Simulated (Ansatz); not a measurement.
A nudged elastic band was laid between two geometries of ClH4MgN + H3N (11 atoms, charge 0, multiplicity 1).

These are results of UKS B3LYP/6-31G* in Ansatz 0.2.0, not measurements.

- movable images: 5
- climbing image: yes
- spring: 5.0 eV/Å²
- optimiser: quadratic models (default)
- start path: straight line
- force threshold: 0.05 eV/Å
- iteration limit: 60
- end points: relaxed

Initial state:

```xyz
11
Properties=species:S:1:pos:R:3
Mg -0.704 -1.735 -0.438
H -0.214 -1.006 -1.937
Cl -1.763 -3.530 0.428
H 0.187 0.452 0.754
N -0.135 -0.441 1.185
H 0.497 1.050 -1.400
N 0.674 1.708 -0.636
H -0.899 -0.236 1.830
H 0.625 -0.806 1.761
H 0.092 2.526 -0.815
H 1.641 2.016 -0.732
```

Final state:

```xyz
11
Properties=species:S:1:pos:R:3
Mg -0.818 -1.840 0.576
H -0.244 -0.968 -1.965
Cl -1.747 -3.522 -0.514
H 0.471 1.317 0.228
N -0.067 -0.403 1.578
H -0.015 -0.338 -1.634
N 0.739 2.071 -0.414
H -0.615 0.162 2.222
H 0.877 -0.432 1.954
H -0.060 2.247 -1.021
H 1.480 1.708 -1.012
```

Q: What changes between the two ends?

A: Bonds broken: Mg1–H2, H4–N5, H6–N7. Bonds formed: H2–H6, H4–N7. ClH4MgN + H3N becomes ClH2MgN + H2 + H3N.

Q: What energy profile does the band end with?

A: The forces met the threshold. The highest image is number 5 of 0 to 6, 121.5 kJ/mol above the first end and 3.4 kJ/mol above the last; the last end lies 118.1 kJ/mol above the first. The order of the stationary point at the top wasn't checked. The orbitals were unrestricted but ended closed-shell.

```tsv
image	path coordinate (Å)	energy (kJ/mol)	Mg1–H2 (Å)	H4–N5 (Å)	H6–N7 (Å)
0	0.00	0.0	1.74	1.04	1.02
1	1.46	35.1	1.75	1.08	1.05
2	2.91	100.8	2.16	2.07	2.05
3	4.36	101.7	2.20	2.08	2.22
4	5.80	116.3	2.45	2.19	3.29
5	7.25	121.5	2.71	2.27	4.58
6	10.13	118.1	2.75	2.25	2.80
```

Q: What is the geometry of the highest image?

A: 
```xyz
11
Properties=species:S:1:pos:R:3
Mg -0.739 -2.077 0.537
H -0.940 -1.854 -2.161
Cl -1.289 -4.154 0.012
H 0.682 1.510 0.124
N -0.279 -0.310 1.084
H -0.727 -1.150 -2.033
N 1.227 2.377 0.136
H -0.975 0.323 1.473
H 0.585 -0.106 1.581
H 0.577 3.124 -0.107
H 1.879 2.317 -0.646
```

The run took 5.6 min on 2 threads of AMD EPYC 9R14 (Zen 4), on a shared host, peak memory 0.26 GiB.
